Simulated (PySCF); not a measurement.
BeH2IN, SMILES [NH2][Be][I]. Atoms are numbered in the order given.

```xyz
5

Be     0.0000     0.0000     1.5359
I      0.0000     0.0000    -0.6525
N      0.0000     0.0000     3.0312
H      0.0000     0.8253     3.6095
H      0.0000    -0.8253     3.6095
```
Charge 0, spin multiplicity 1.

Geometry: B3LYP-D3(BJ)/def2-TZVP. The def2 effective core potentials stand for the cores of I; spin–orbit coupling is left out. One conformer was computed; it need not be the lowest.

Computed with PySCF with IEF-PCM-M06-2X/def2-SVP.

The values are the electrostatic part of the solvation free energy, E(continuum) − E(gas) at the gas-phase geometry, in a cavity of scaled van der Waals radii (PySCF's table); cavitation and dispersion terms are not included. A continuum can't describe solvent molecules that bind to the metal. In vacuum the orbital gap is 8.90 eV. The dipole moment in vacuum is 2.61 D.

```
solvent            ε  ΔG(elec) (kcal/mol)  dipole (D)  gap (eV)
-------------  -----  -------------------  ----------  --------
water          78.36                 -5.6        3.42      9.18
1-octanol       9.86                 -4.8        3.31      9.15
cyclohexanone  15.62                 -5.1        3.36      9.17
```
